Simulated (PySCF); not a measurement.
Low-lying terms of P⁵⁺ (phosphorus, charge +5)

Ground state [Ne], ¹S. Calculation: PySCF 2.14, in aug-cc-pV(T+d)Z (6s5p4d2f, 55 functions); no relativity, point nucleus. Vertical excitation energies in eV without spin-orbit coupling; excited terms of each kind are numbered among those the solver found. Frozen: 1s2.

```csv
term,leading excitation,EOM-EE-CCSD
1 3P°,2p → s,135.07
1 1P°,2p → s,136.25
1 3S,2p → p,144.81
1 3D,2p → p,146.80
1 1D,2p → p,147.60
1 1P,2p → p,147.84
1 3P,2p → p,147.87
1 1S,2p → p,153.89
2 3P°,2p → d,162.44
1 3F°,2p → d,163.09
1 1F°,2p → d,163.51
1 1D°,2p → d,163.95
2 3S,2p → p,181.82
2 1D,2p → p,182.98
```

The solver can miss terms.
